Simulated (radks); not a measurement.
Values are calculated unless marked as measured or tabulated.
Task: All-electron atom: Pm IV in [Xe] 4f4. Level of theory: Dirac Kohn-Sham, PBEsol, spin-unpolarised, spherical densities, finite nucleus; open shells fill j = l - 1/2 first; Fermi nuclear charge, rms radius 4.962 fm (a radial shooting solver on a logarithmic mesh with Libxc functionals). Some entries of the table are withheld. Estimate them.

orbital,occ.,eigenvalue (eV),r(max) (bohr)
1s1/2,2,-44985.12,0.01479
2s1/2,2,-7336.960,0.08399
2p1/2,2,-6950.691,0.06371
2p3/2,4,-6390.884,0.06925
3s1/2,2,-1624.457,0.2389
3p1/2,2,-1458.691,0.2259
3p3/2,4,-1346.165,0.2377
3d3/2,4,-1057.633,0.1898
3d5/2,6,-1033.242,0.1932
4s1/2,2,-347.5734,0.5521
4p1/2,2,-284.4515,(1)
4p3/2,4,-259.7230,(2)
4d3/2,4,-155.7583,(3)
4d5/2,6,-151.3423,(4)
5s1/2,2,-69.1866,1.275
5p1/2,2,(5),1.386
5p3/2,4,(6),1.455
4f5/2,4,-31.8497,0.6246
4f7/2,0,-31.3210,0.6293
5d3/2,0,-24.4531,1.869
5d5/2,0,-24.0682,1.897
6s1/2,0,(7),3.011
6p1/2,0,-16.9680,3.443

Result: 
(1) 4p1/2 r(max) (bohr): 0.5586
(2) 4p3/2 r(max) (bohr): 0.5839
(3) 4d3/2 r(max) (bohr): 0.5971
(4) 4d5/2 r(max) (bohr): 0.6053
(5) 5p1/2 eigenvalue (eV): -51.5779
(6) 5p3/2 eigenvalue (eV): -47.9084
(7) 6s1/2 eigenvalue (eV): -21.4440
